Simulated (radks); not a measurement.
The numbers below are computed, except where a source is named.
Problem. These are the eigenvalues of the occupied orbitals of an atom or ion with whole-number occupations (hartree). Level of theory: scalar-relativistic Kohn-Sham, Slater X-alpha with alpha = 0.889, spin-polarised, spherical densities, finite nucleus; Fermi nuclear charge, rms radius of each element as measured or else 0.836 A^(1/3) + 0.57 fm (a radial shooting solver on a logarithmic mesh with Libxc functionals).

orbital  eigenvalue
1s        -11.74010
2s         -1.55617

Which element is it, and in what charge state? The configuration may be excited. Open shells, if any, are filled with parallel spins first.

Solution. Z = 6, carbon, charge +2: C2+ in [He] 2s2. The 1s level, -11.74 hartree, gives Z - s = 4.8 by -(Z - s)^2/2, which with screening and relativity narrows Z to a few neighbours, and with so few levels the electron count can be read from the list.
